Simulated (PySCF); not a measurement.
**A small calculation by hand: chemical shift, span and skew from a shielding tensor**

CH5GaO2, SMILES C[O][GaH][OH]. Atoms are numbered in the order given.

```xyz
9

Ga    -0.3708     0.5687     0.0000
H     -1.6266     1.4927     0.0000
O      1.3670     1.0594     0.0000
H      1.4752     2.0278     0.0000
O     -0.5836    -1.2117     0.0000
C      0.4990    -2.1233     0.0000
H      0.4441    -2.7814     0.8971
H      0.4441    -2.7814    -0.8971
H      1.4973    -1.6303     0.0000
```
Charge 0, spin multiplicity 1.

The structure is a stationary point at PBE-D3(BJ)/def2-SVP. One conformer was computed; it need not be the lowest.

GIAO shieldings from HF/pcSseg-1 run with PySCF, non-relativistic, no solvent. The symmetric part of the tensor of C6 has the principal values 111.9, 118.1, 185.5 ppm. The same nucleus in TMS has σ = 192.6 ppm at this level (PySCF, at its B3LYP-D3(BJ)/def2-TZVP geometry).

### Question
Work out the isotropic shielding, the ¹³C shift against TMS, the span and the skew.

### Answer

σ(iso) = (σ11 + σ22 + σ33)/3 = 138.5 ppm. δ = σ(ref) − σ(iso) = 192.6 − (138.5) = 54.1 ppm.
Span Ω = σ33 − σ11 = 73.6 ppm. Skew κ = 3(σ(iso) − σ22)/Ω = 0.83. Tumbling in solution averages the tensor to δ; in a static solid the shielding alone would spread this spin-1/2 line over Ω.
